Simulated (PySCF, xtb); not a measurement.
C₄H₇FO, SMILES CO[C@@H]1C[C@@H]1F. The values are those of a single conformer.

Harmonic wavenumbers (cm⁻¹) from GFN2-xTB run with xtb at its own minimum, in rising order: 90, 154, 183, 291, 377, 466, 590, 809, 860, 869, 1010, 1033, 1055, 1061, 1069, 1130, 1132, 1135, 1181, 1245, 1297, 1366, 1402, 1443, 1466, 1485, 2910, 2932, 2935, 3036, 3037, 3096, 3120.

**Question.** What does PBE0-D3(BJ)/def2-SVP (PySCF) give at its own minimum? (Estimate from the structure and the level; the computed values follow.)

**Answer.** 106, 169, 205, 299, 380, 498, 649, 773, 818, 898, 999, 1077, 1081, 1117, 1126, 1172, 1184, 1201, 1243, 1296, 1380, 1387, 1459, 1465, 1483, 1524, 3001, 3073, 3099, 3153, 3166, 3181, 3260. Paired by order, the mean absolute difference is 56 cm⁻¹ and the zero-point energies are 64.7 and 67.1 kcal/mol.
